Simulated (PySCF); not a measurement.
# Correlation energy of Se (selenium, neutral)

[Ar] 3d10 4s1 4p5, high-spin 3P determinant (an excited configuration). Calculation: PySCF 2.14, in ANO-RCC-VTZP (6s5p3d1f, 43 functions); scalar relativity by spin-free X2C-1e. Frozen: [Ne]; 24 electrons correlated.

```json
{"level": "CCSD", "correlation energy (mhartree)": "-251.56"}
{"level": "(T)", "correlation energy (mhartree)": "-23.34"}
{"level": "CCSD(T)", "correlation energy (mhartree)": "-274.90"}
```

Diagnostics: T1 = 0.015, D1 = 0.0669, largest double amplitude 0.220.

A double-excitation amplitude exceeds 0.15, a sign of near-degeneracy.

Cost of the coupled-cluster step: of the order of 4 core-seconds, for 24 correlated electrons.

Iterations:

```
CC2 = 0
CCSD nocc = (np.int64(13), np.int64(11)), nmo = (38, 38)
frozen orbitals [[0, 1, 2, 3, 4], [0, 1, 2, 3, 4]]
max_cycle = 100
direct = 0
conv_tol = 1e-08
conv_tol_normt = 1e-06
diis_space = 8
diis_start_cycle = 0
Init t2, MP2 energy = -0.208639463193922
Init E_corr(UCCSD) = -0.208639463196411
cycle = 1  E_corr(UCCSD) = -0.222516976339721  dE = -0.0138775131  norm(t1,t2) = 0.118739
cycle = 2  E_corr(UCCSD) = -0.234787659739196  dE = -0.0122706834  norm(t1,t2) = 0.0782583
cycle = 3  E_corr(UCCSD) = -0.250763700118205  dE = -0.0159760404  norm(t1,t2) = 0.0539489
cycle = 4  E_corr(UCCSD) = -0.251440805870746  dE = -0.000677105753  norm(t1,t2) = 0.00845062
cycle = 5  E_corr(UCCSD) = -0.251195306771449  dE = 0.000245499099  norm(t1,t2) = 0.00532343
cycle = 6  E_corr(UCCSD) = -0.251835202684752  dE = -0.000639895913  norm(t1,t2) = 0.0029035
cycle = 7  E_corr(UCCSD) = -0.25133509807952  dE = 0.000500104605  norm(t1,t2) = 0.0015073
cycle = 8  E_corr(UCCSD) = -0.251581378970922  dE = -0.000246280891  norm(t1,t2) = 0.000890222
cycle = 9  E_corr(UCCSD) = -0.251567334438038  dE = 1.40445329e-05  norm(t1,t2) = 0.000338798
cycle = 10  E_corr(UCCSD) = -0.251555407344393  dE = 1.19270936e-05  norm(t1,t2) = 0.000128228
cycle = 11  E_corr(UCCSD) = -0.251557300504756  dE = -1.89316036e-06  norm(t1,t2) = 5.08944e-05
cycle = 12  E_corr(UCCSD) = -0.25155805619274  dE = -7.55687985e-07  norm(t1,t2) = 4.11267e-05
cycle = 13  E_corr(UCCSD) = -0.25155805660922  dE = -4.16479407e-10  norm(t1,t2) = 2.03503e-05
cycle = 14  E_corr(UCCSD) = -0.251558296361984  dE = -2.39752764e-07  norm(t1,t2) = 9.5638e-06
cycle = 15  E_corr(UCCSD) = -0.251558066815809  dE = 2.29546175e-07  norm(t1,t2) = 5.29101e-06
cycle = 16  E_corr(UCCSD) = -0.25155800944857  dE = 5.73672388e-08  norm(t1,t2) = 4.82271e-06
cycle = 17  E_corr(UCCSD) = -0.251558373735802  dE = -3.64287232e-07  norm(t1,t2) = 5.91229e-06
cycle = 18  E_corr(UCCSD) = -0.251558304901493  dE = 6.88343096e-08  norm(t1,t2) = 2.3455e-06
cycle = 19  E_corr(UCCSD) = -0.251558302816642  dE = 2.08485068e-09  norm(t1,t2) = 1.33474e-06
cycle = 20  E_corr(UCCSD) = -0.251558222068726  dE = 8.0747916e-08  norm(t1,t2) = 6.56045e-07
cycle = 21  E_corr(UCCSD) = -0.251558196688031  dE = 2.53806954e-08  norm(t1,t2) = 2.40002e-07
cycle = 22  E_corr(UCCSD) = -0.251558190512199  dE = 6.17583168e-09  norm(t1,t2) = 1.40587e-07
UCCSD converged
E(UCCSD) = -2427.891046323  E_corr = -0.251558190512199
UCCSD(T) correction = -0.0233350616561592
```
